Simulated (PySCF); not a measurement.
# Dipole response of Br⁻ (bromine, charge -1)

[Kr], closed-shell 1S. Calculation: PySCF 2.14, in aug-cc-pVTZ-DK; scalar relativity by spin-free X2C-1e. Coupled (time-dependent) response in atomic units; α is the mean over directions.

```csv
method,mean α (bohr³),C₆ (like pair),S(−4)
UHF,37.22,399.3,356.0
PBE0,41.72,460.5,498.4
M06,46.45,509.3,704.4
```

S(−4) is the Cauchy moment in α(ω) = α(0) + S(−4) ω² + …

α(iu) at PBE0:

```tsv
u (hartree)	α(iu) (bohr³)
0	41.72
0.0500	40.53
0.100	37.54
0.200	30.06
0.300	23.54
0.500	14.75
0.750	8.929
1.00	5.897
1.50	3.094
2.00	1.903
3.00	0.9394
5.00	0.3786
```

A single London oscillator, α(iu) = α/(1 + u²/ω²), gives C₆ = (3/4) ω α². Matching the computed C₆ needs ω = 4 × 460.5 / (3 × 41.72²) = 0.353 hartree.

For an ion, C₆ is the dispersion term alone; charge-induced terms of lower order in 1/R come first.
